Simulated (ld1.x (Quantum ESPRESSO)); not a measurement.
# Configuration tests for scandium (Sc) (PAW)

- Element: scandium (Sc)
- Generator: ld1.x (Quantum ESPRESSO) 7.5
- Type: PAW
- Functional: LDA (PZ)
- Relativity: scalar-relativistic
- Frozen core: [Ne] 3s2
- Valence charge: 9
- Reference configuration: 3p6 3d1 4s2 4p0
- Partial waves: 4s (bound): rcut 2.75, rcutus 3.35 bohr; 4s channel at 4.35 Ry: rcut 2.75, rcutus 3.35 bohr; 3p (bound): rcut 1.65, rcutus 1.80 bohr; 4p (bound, empty): rcut 1.65, rcutus 1.80 bohr; 3d (bound): rcut 2.20, rcutus 2.75 bohr; 3d channel at 0.45 Ry: rcut 2.20, rcutus 2.75 bohr
- Local potential: all-electron potential smoothed inside 1.95 bohr (lloc = -1)
- Core correction: Bessel-smoothed model core inside 1.25 bohr
- Augmentation charge: BESSEL, radius 1.20 bohr

Energies are relative to the spin-unpolarised reference configuration 3p6 3d1 4s2 4p0; without spin polarisation the order of configurations can differ from experiment. Spin-polarised rows fill each open shell by Hund’s rule, majority spin first.

Its overlap operator is not positive definite in a basis up to 400 Ry (lowest eigenvalue s -0.03), so the file is unfit for use: the generalised eigenproblem breaks down once the basis is large enough, and its test numbers describe a broken file.

| valence configuration | charge | ΔE all-electron (eV) | error AE − PS (meV) |
| --- | --- | --- | --- |
| 3p6 3d1 4s1 4p0 | +1 | 7.067 | +5.0 |
| 3p6 3d1 4s0 4p0 | +2 | 20.028 | +40 |
| 3p6 3d0 4s0 4p0 | +3 | 45.118 | -126 |
| 3p6 3d1 4s1 4p1 | 0 | 2.841 | +8.2 |
| 3p6 3d0 4s2 4p0 | +1 | 8.609 | +16 |
| 3p6 3d1 4s0 4p1 | +1 | 10.570 | +46 |
| 3p6 3d1 4s1.5 4p0 | +0.5 | 2.824 | +0.8 |
| 3p6 3d1 4s2 4p0 (spin-polarised) | 0 | -0.151 | -0.3 |
| 3p6 3d1 4s1 4p0 (spin-polarised) | +1 | 6.520 | +6.5 |

Levels in the configuration 3p6 3d1 4s1 4p1:

```json
{"level": "3p", "all-electron (eV)": "-34.847", "pseudo (eV)": "-34.886"}
{"level": "3d", "all-electron (eV)": "-4.570", "pseudo (eV)": "-4.605"}
{"level": "4s", "all-electron (eV)": "-5.014", "pseudo (eV)": "-4.997"}
{"level": "4p", "all-electron (eV)": "-2.100", "pseudo (eV)": "-2.102"}
```

The ghost test of this file was not conclusive.
